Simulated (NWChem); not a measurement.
System: SiH₂O, singlet; SMILES O[SiH]

The following NWChem deck was run.

```
start job
memory heap 200 mb stack 900 mb global 1100 mb
geometry units angstroms noautoz
  Si     0.146437    -0.641242     0.000000
  H     -1.412173    -0.856142     0.000000
  O      0.140619     1.048875     0.000000
  H     -0.729962     1.489000     0.000000
end
basis spherical
  Si library aug-cc-pvdz
  H library aug-cc-pvdz
  O library aug-cc-pvdz
end
dft
  xc xpbe96 cpbe96
  iterations 150
end
tddft
  nroots 8
end
task tddft energy
```

Low-valent species are run as closed-shell singlets; no triplet was tried in these runs. All runs use the structure optimised with PBE-D3(BJ)/def2-SVP.

Vertical excitations in the gas phase.

Task: What results follow from this input? (PBE/aug-cc-pVDZ, full TDDFT.) Quantities: lowest excitation, singlet (eV); oscillator strength of that lowest state; lowest state with f > 0.02, singlet (eV); oscillator strength of that bright state; lowest triplet (eV); orbital gap (eV).

Result: The lowest excitation, singlet (eV) comes out as 3.11. The oscillator strength of that lowest state is 0.019. The lowest state with f > 0.02, singlet (eV) comes out as 4.65 and the oscillator strength of that bright state comes out as 0.039. The lowest triplet (eV) is 1.67 and the orbital gap (eV) is 2.58.
